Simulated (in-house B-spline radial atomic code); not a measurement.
Response and correlation along the 36-electron series, closed shell [Ar] 3d10 4s2 4p6; the second-order energy is extrapolated in partial waves. Computed with a B-spline radial code for spherical atoms: relativistic RPA and second-order many-body perturbation theory on Dirac-Hartree-Fock.

| ion | Z | dipole polarisability (bohr³) | quadrupole polarisability (bohr⁵) | ratio of RPA to uncoupled dipole | second order correlation energy (Eh) | C6 of two such ions (Eh bohr⁶) |
| --- | --- | --- | --- | --- | --- | --- |
| Ba20+ | 56 | 0.22181 | 0.079929 | 0.8744 | -2.1483 | 0.19352 |
| La21+ | 57 | 0.1998 | 0.067155 | 0.87495 | -2.1571 | 0.16407 |
| Ce22+ | 58 | 0.18057 | 0.056726 | 0.87559 | -2.1656 | 0.13981 |
| Pr23+ | 59 | 0.16367 | 0.048155 | 0.87631 | -2.174 | 0.1197 |
| Nd24+ | 60 | 0.14878 | 0.041068 | 0.87709 | -2.1822 | 0.10293 |
| Pm25+ | 61 | 0.13559 | 0.035176 | 0.87792 | -2.1902 | 0.088879 |
| Sm26+ | 62 | 0.12387 | 0.03025 | 0.87881 | -2.1981 | 0.077038 |
| Eu27+ | 63 | 0.11343 | 0.026113 | 0.87974 | -2.2058 | 0.067015 |

(1) How fast does the dipole polarisability fall along the series?

Answers

(1) From 0.2218 to 0.1134 bohr³; a fit of its logarithm against log Z from Z = 56 to 63 has slope -5.69.
